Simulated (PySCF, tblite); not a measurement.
Isomers of C8H9F3O. Method: GFN2-xTB as coded in tblite; computed harmonic values from a numerical Hessian at the method's own geometry, unscaled. This tight-binding method is rough: wavenumbers can miss measured ones by several per cent, in bad cases by 10 to 20. One conformer each.

Electronic energies: PBE0/pcSseg-1 single points on the GFN2-xTB geometries (PySCF, gas phase).

```json
{"SMILES": "C=C=C(CCC)C(=O)C(F)(F)F", "electronic energy, lowest = 0 (kJ/mol)": "84.9"}
{"SMILES": "O=C([C@@H]1C[C@@H]2C[C@@H]2C1)C(F)(F)F", "electronic energy, lowest = 0 (kJ/mol)": "0.0"}
{"SMILES": "CC#C[C@@H](CC)C(=O)C(F)(F)F", "electronic energy, lowest = 0 (kJ/mol)": "104.6"}
```

**Question.** How do GFN2-xTB zero-point energies change the relative energies?

**Answer.** 
| SMILES | ZPE (kJ/mol) | of it from modes above 1550 cm⁻¹ | electronic (kJ/mol) | with ZPE, lowest = 0 (kJ/mol) | lowest mode (cm⁻¹) | rings |
| --- | --- | --- | --- | --- | --- | --- |
| O=C([C@@H]1C[C@@H]2C[C@@H]2C1)C(F)(F)F | 411.5 | 174.0 | 0.0 | 0.0 | 32 | 2 |
| C=C=C(CCC)C(=O)C(F)(F)F | 397.6 | 185.6 | 84.9 | 71.0 | 36 | 0 |
| CC#C[C@@H](CC)C(=O)C(F)(F)F | 397.4 | 187.0 | 104.6 | 90.5 | 11i | 0 |

The zero-point energies span 14.1 kJ/mol, from `CC#C[C@@H](CC)C(=O)C(F)(F)F` to `O=C([C@@H]1C[C@@H]2C[C@@H]2C1)C(F)(F)F`. Slightly imaginary modes are left out of the zero-point energy: `CC#C[C@@H](CC)C(=O)C(F)(F)F` 11.1i cm⁻¹. The order is unchanged.

**Question.** And how do the electronic energies of GFN2-xTB itself compare?

**Answer.** `O=C([C@@H]1C[C@@H]2C[C@@H]2C1)C(F)(F)F` 0.0; `C=C=C(CCC)C(=O)C(F)(F)F` 124.0; `CC#C[C@@H](CC)C(=O)C(F)(F)F` 121.4 kJ/mol, lowest = 0. Against the energies above, taken from the same isomer `O=C([C@@H]1C[C@@H]2C[C@@H]2C1)C(F)(F)F`, the largest difference is 39.1 kJ/mol.
